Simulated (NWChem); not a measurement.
System: CH5BS; SMILES BSC

Here is an NWChem input.

```
start job
memory heap 200 mb stack 900 mb global 1100 mb
geometry units angstroms noautosym nocenter noautoz
  B     -0.593865    -1.463987     0.115423
  H     -0.170847    -2.572117    -0.001519
  H     -1.687578    -1.233853     0.533111
  S      0.499343    -0.159723    -0.369238
  C     -0.428835     1.402080    -0.074574
  H     -0.521254     1.943603    -1.018849
  H      0.126644     2.016037     0.638128
  H     -1.420758     1.180872     0.322950
end
basis spherical
  * library 6-31g*
end
dft
  xc hfexch
  iterations 150
  mulliken
end
task dft energy
esp
  recalculate
  probe 0.07
  range 0.3
  factor 1.0
  spacing 0.02
end
task esp
```

Output (shortened):

```
             Northwest Computational Chemistry Package (NWChem) 7.3.0
             --------------------------------------------------------

                             Geometry "geometry" -> ""
                             -------------------------

 Output coordinates in angstroms (scale by  1.889725989 to convert to a.u.)

  No.       Tag          Charge          X              Y              Z
 ---- ---------------- ---------- -------------- -------------- --------------
    1 B                    5.0000    -0.59386500    -1.46398700     0.11542300
    2 H                    1.0000    -0.17084700    -2.57211700    -0.00151900
    3 H                    1.0000    -1.68757800    -1.23385300     0.53311100
    4 S                   16.0000     0.49934300    -0.15972300    -0.36923800
    5 C                    6.0000    -0.42883500     1.40208000    -0.07457400
    6 H                    1.0000    -0.52125400     1.94360300    -1.01884900
    7 H                    1.0000     0.12664400     2.01603700     0.63812800
    8 H                    1.0000    -1.42075800     1.18087200     0.32295000

 Effective nuclear repulsion energy (a.u.)      93.5455382117

  xc_inp: hfexch multiplicative factor not found.

                                 NWChem DFT Module
                                 -----------------

 Summary of "ao basis" -> "ao basis" (spherical)
 ------------------------------------------------------------------------------
       Tag                 Description            Shells   Functions and Types
 ---------------- ------------------------------  ------  ---------------------
 B                           6-31g*                  6       14   3s2p1d
 H                           6-31g*                  2        2   2s
 S                           6-31g*                  8       18   4s3p1d
 C                           6-31g*                  6       14   3s2p1d

            General Information
            -------------------
          SCF calculation type: DFT
          Wavefunction type:  closed shell.
          No. of atoms     :     8
          No. of electrons :    32
           Alpha electrons :    16
            Beta electrons :    16
          Charge           :     0
          Spin multiplicity:     1
          Use of symmetry is: off; symmetry adaption is: off
          Maximum number of iterations: 150
          AO basis - number of functions:    56
                     number of shells:    30
          Convergence on energy requested:  1.00D-06
          Convergence on density requested:  1.00D-05
          Convergence on gradient requested:  5.00D-04

              XC Information
              --------------
                     Hartree-Fock (Exact) Exchange  1.000

      Superposition of Atomic Density Guess
      -------------------------------------

 Sum of atomic energies:        -462.13318629

      Non-variational initial energy
      ------------------------------

 Total energy =    -463.448066
 1-e energy   =    -820.406674
 2-e energy   =     263.413070
 HOMO         =      -0.316437
 LUMO         =       0.008163

     ---------------------------------------------
      Total Density - Mulliken Population Analysis
     ---------------------------------------------

    Atom       Charge   Shell Charges
 -----------   ------   -------------------------------------------------------
    1 B    5     4.98   2.00  0.64  1.16  0.57  0.57  0.04
    2 H    1     1.00   0.49  0.51
    3 H    1     0.99   0.49  0.50
    4 S   16    16.07   2.00  2.00  5.98  1.32  3.03  0.48  1.22  0.04
    5 C    6     6.66   2.00  0.70  1.92  0.73  1.28  0.03
    6 H    1     0.77   0.47  0.30
    7 H    1     0.77   0.47  0.30
    8 H    1     0.76   0.47  0.30

[...]

                     NWChem Electrostatic Potential Fit Module
                     -----------------------------------------

 Atom parameters

 Number of atoms is                                    8
 Number of basis functions is                         56

 Grid parameters

 Maximum number of grid points is                  35222
 Number of grid points is                          35221
 Grid range                                     0.300000 nm
 Grid spacing                                   0.020000 nm
 Probe radius                                   0.070000 nm
 Atom radius factor                             1.000000

 Atomic radii

    1    0.100000
    5    0.158000
    6    0.147000
   16    0.174000
 FASTESP  F
  using M.O. file = ./job.movecs

    Atom              Coordinates                           Charge

                                                  ESP

    1 B    -0.059387   -0.146399    0.011542    0.345495
    2 H    -0.017085   -0.257212   -0.000152   -0.109659
    3 H    -0.168758   -0.123385    0.053311   -0.114461
    4 S     0.049934   -0.015972   -0.036924   -0.315518
    5 C    -0.042884    0.140208   -0.007457    0.198088
    6 H    -0.052125    0.194360   -0.101885    0.001848
    7 H     0.012664    0.201604    0.063813    0.001398
    8 H    -0.142076    0.118087    0.032295   -0.007191
                                            ------------
                                                0.000000

 Dipole moment                                  0.645109

 Quadrupole moment Qxx                         -4.599798
                   Qyy                          5.484937
                   Qzz                         -0.885139

 RMS deviation kJ/mol                           0.084835

 RRMS %                                        51.916235
```

Level: Hartree-Fock/6-31G* (spherical d). Coordinates come from a B3LYP/6-31G* (spherical d) optimisation.
